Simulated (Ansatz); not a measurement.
`[O]=[Mo]([OH])([OH])([OH])[OH]` and `[O]=[Mo]([OH])([OH])([OH])[Cl]` differ in one atom or group.

Ansatz, PBE0-D4/def2-TZVP geometries, multiplicity 1. Each molecule was computed in one conformer, which needn't be the lowest.

Elements past krypton have def2 core potentials.

```csv
property,`[O]=[Mo]([OH])([OH])([OH])[OH]`
size of the dipole moment (ωB97M-V/def2-TZVPP) / D,3.35
HOMO energy (B3LYP/def2-TZVPP) / eV,-8.80
HOMO–LUMO gap (PBE0/def2-TZVPP) / eV,5.68
HOMO energy (PBE/def2-TZVPP) / eV,-7.35
size of the dipole moment (B3LYP/def2-TZVPP) / D,3.43
size of the dipole moment (PBE/def2-TZVPP) / D,3.38
```

Q: Give the same properties after the change, and the shifts. (Best estimate.)

A: Ansatz gave: 
```json
{"property": "size of the dipole moment (ωB97M-V/def2-TZVPP) / D", "`[O]=[Mo]([OH])([OH])([OH])[Cl]`": "2.32", "shift": "-1.03"}
{"property": "HOMO energy (B3LYP/def2-TZVPP) / eV", "`[O]=[Mo]([OH])([OH])([OH])[Cl]`": "-8.31", "shift": "0.49"}
{"property": "HOMO–LUMO gap (PBE0/def2-TZVPP) / eV", "`[O]=[Mo]([OH])([OH])([OH])[Cl]`": "5.04", "shift": "-0.64"}
{"property": "HOMO energy (PBE/def2-TZVPP) / eV", "`[O]=[Mo]([OH])([OH])([OH])[Cl]`": "-7.11", "shift": "0.24"}
{"property": "size of the dipole moment (B3LYP/def2-TZVPP) / D", "`[O]=[Mo]([OH])([OH])([OH])[Cl]`": "2.36", "shift": "-1.07"}
{"property": "size of the dipole moment (PBE/def2-TZVPP) / D", "`[O]=[Mo]([OH])([OH])([OH])[Cl]`": "2.36", "shift": "-1.02"}
```

With PBE0 the HOMO rises by 0.48 eV and the LUMO falls by 0.15 eV, so the gap narrows by about 0.63 eV. PBE moves the HOMO by 0.24 eV and ωB97M-V by 0.62 eV. Dipoles are sizes alone; their direction can turn.

B3LYP here is the variant with VWN-RPA as its local correlation; programs differ in this.
